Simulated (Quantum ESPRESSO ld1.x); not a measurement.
Results of a calculation; reference values are marked as such.
Question: Radial electron density D(r) = 4 pi r^2 rho(r) of an atom or ion with 10 electrons. Code: ld1.x of Quantum ESPRESSO 7.5. Model: scalar-relativistic Kohn-Sham, LDA (Slater exchange, Perdew-Wang correlation), spin-polarised, spherical densities, point nucleus.

```
   r/bohr * D(r) (the largest magnitude, 94.1, reaches the edge; | marks zero)
0.0009502 | *
 0.001046 |  *
 0.001142 |  *
 0.001257 |  *
 0.001384 |   *
 0.001523 |    *
 0.001677 |    *
 0.001846 |     *
 0.002032 |      *
 0.002236 |       *
 0.002442 |        *
 0.002688 |          *
 0.002959 |           *
 0.003257 |             *
 0.003585 |               *
 0.003947 |                 *
 0.004344 |                    *
 0.004782 |                      *
 0.005222 |                        *
 0.005748 |                           *
 0.006327 |                              *
 0.006965 |                                 *
 0.007667 |                                    *
 0.008439 |                                      *
 0.009289 |                                         *
  0.01023 |                                           *
  0.01117 |                                             *
  0.01229 |                                              *
  0.01353 |                                               *
  0.01489 |                                                *
  0.01639 |                                               *
  0.01805 |                                              *
  0.01986 |                                             *
  0.02186 |                                           *
  0.02388 |                                          *
  0.02628 |                                        *
  0.02893 |                                       *
  0.03184 |                                       *
  0.03505 |                                       *
  0.03859 |                                         *
  0.04247 |                                           *
  0.04675 |                                              *
  0.05105 |                                                 *
   0.0562 |                                                    *
  0.06186 |                                                      *
  0.06809 |                                                      *
  0.07495 |                                                     *
  0.08251 |                                                 *
  0.09082 |                                            *
  0.09997 |                                     *
   0.1092 |                              *
   0.1202 |                       *
   0.1323 |                *
   0.1456 |          *
   0.1603 |      *
   0.1764 |   *
   0.1942 | *
   0.2138 |*
   0.2334 *
   0.2569 *
   0.2828 *
   0.3113 *
```

What is the nuclear charge?

Answer: Z = 64. The innermost maximum, from 1s, lies near gamma/Z bohr with gamma = sqrt(1 - (Z/c)^2) = 0.884, here 0.0138 bohr (found: 0.0149), and its height grows with Z. The density is that of the gadolinium ion Gd54+ in [Ne]; the configuration itself is not fixed sharply by these data, and Z only to a few units. D(r) has 2 maxima, at r = 0.0149, 0.0665 bohr, and minima at 0.0318 bohr, inside which lie 2.05 electrons.
